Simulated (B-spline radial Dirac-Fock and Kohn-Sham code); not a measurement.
What relativity does to the binding energies of Er⁵⁺

System: the Er⁵⁺ ion, configuration [Kr] 4d10 4f10 5s2 5p5.

Both columns are ΔSCF binding energies of the configuration average from a radial B-spline solver: non-relativistic Hartree-Fock with a point nucleus, and Dirac-Fock with a finite nucleus and the Coulomb interaction alone, averaged over the two j levels with weights 2j+1.

```
shell  Hartree-Fock (eV)  Dirac-Fock (eV)  shift (eV)  shift (%)
   1s            53928.3          57824.7    +3896.45      +7.23
   2s             8852.9           9868.9    +1016.04     +11.48
   2p             8433.2           8763.4     +330.13      +3.91
   3s             2066.4           2310.9     +244.45     +11.83
   3p             1875.9           1965.0      +89.15      +4.75
   3d             1525.1           1510.1      -14.98      -0.98
   4s              479.8            538.3      +58.55     +12.20
   4d              261.2            257.4       -3.75      -1.44
   4f              87.77            81.47       -6.30      -7.17
   5s              115.7            125.6       +9.85      +8.51
   5p              91.20            93.65       +2.45      +2.68
```

Relativity binds 1s, 2s, 2p, 3s, 3p, 4s, 5s, 5p more strongly, among those listed most of all 4s in relative terms, and 3d, 4d, 4f more weakly, because the contracted s and p shells screen the nucleus better.

Values without a named source are computed, but for edge energies of neutral atoms, which are taken from tables.
